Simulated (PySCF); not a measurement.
Radial density of Cr²⁺ (chromium, charge +2)

r2SCANh, [Ar] 3d3 4p1, one real determinant (an excited configuration). Calculation: PySCF 2.14, in x2c-QZVPPall with one added diffuse shell each of s, p, d, f, g type (12s8p6d4f3g, 121 functions); scalar relativity by spin-free X2C-1e.

| r (bohr) | 4πr²ρ (e/bohr) | 4πr²(ρα − ρβ) |
| --- | --- | --- |
| 0.000841 | 0.1121 | 0.0000 |
| 0.00142 | 0.2914 | 0.0000 |
| 0.00238 | 0.7440 | 0.0000 |
| 0.00400 | 1.847 | -0.0001 |
| 0.00673 | 4.370 | -0.0002 |
| 0.0113 | 9.514 | -0.0005 |
| 0.0191 | 17.97 | -0.0008 |
| 0.0320 | 26.78 | -0.0002 |
| 0.0539 | 27.82 | 0.0040 |
| 0.0907 | 22.10 | 0.0201 |
| 0.153 | 27.81 | 0.0800 |
| 0.257 | 28.33 | 0.3730 |
| 0.432 | 11.21 | 1.4463 |
| 0.726 | 13.02 | 2.7181 |
| 1.22 | 6.824 | 1.8375 |
| 2.05 | 1.019 | 0.7300 |
| 3.45 | 0.3323 | 0.3311 |
| 5.81 | 0.01773 | 0.0177 |
| 9.77 | 2.630e-05 | 0.0000 |

Densities and radii are taken from the X2C orbitals without a picture-change correction, which distorts them close to the nucleus.

⟨L²⟩ = 14.02 against 20 for a pure G term, so this real determinant mixes terms.
